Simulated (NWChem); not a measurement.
System: C4H4O2; SMILES O=C1C=COC1

Input file for NWChem:

```
start job
memory heap 200 mb stack 900 mb global 1100 mb
geometry units angstroms noautosym nocenter noautoz
  O     -0.053366     2.066167     0.000000
  C      0.033986     0.861688     0.000000
  C      1.206490    -0.010620     0.000000
  C      0.743025    -1.279521     0.000000
  O     -0.585617    -1.417823     0.000000
  C     -1.148609    -0.111911     0.000000
  H      2.244616     0.311558     0.000000
  H      1.296597    -2.221164     0.000000
  H     -1.776350     0.015592    -0.895316
  H     -1.776350     0.015592     0.895316
end
basis spherical
  * library 6-31g*
end
dft
  xc b3lyp
  iterations 150
end
property
  shielding 9 1 2 3 4 5 6 7 8 9
end
task dft property
```

Structure relaxed at the PBE0/def2-SVP level. B3LYP is NWChem's, with the RPA form of VWN correlation.

GIAO values for the isolated, static molecule; σ is the absolute isotropic shielding, δ = σ(reference) − σ with the isolated reference molecule computed at the same levels (13C: tetramethylsilane, 1H: tetramethylsilane, 17O: water).

Atoms are numbered as in the input.

### Question
Give the results of this calculation. (B3LYP/6-31G* (spherical d), GIAO.) Quantities: δ C2 (ppm); δ C3 (ppm); δ C4 (ppm); δ O5 (ppm); δ C6 (ppm); δ H8 (ppm); δ H9 (ppm).

### Answer
```
Item        Value
----------  -----
δ C2 (ppm)  184.4
δ C3 (ppm)  100.4
δ C4 (ppm)  167.5
δ O5 (ppm)  142.0
δ C6 (ppm)   68.5
δ H8 (ppm)   7.75
δ H9 (ppm)   3.94
```
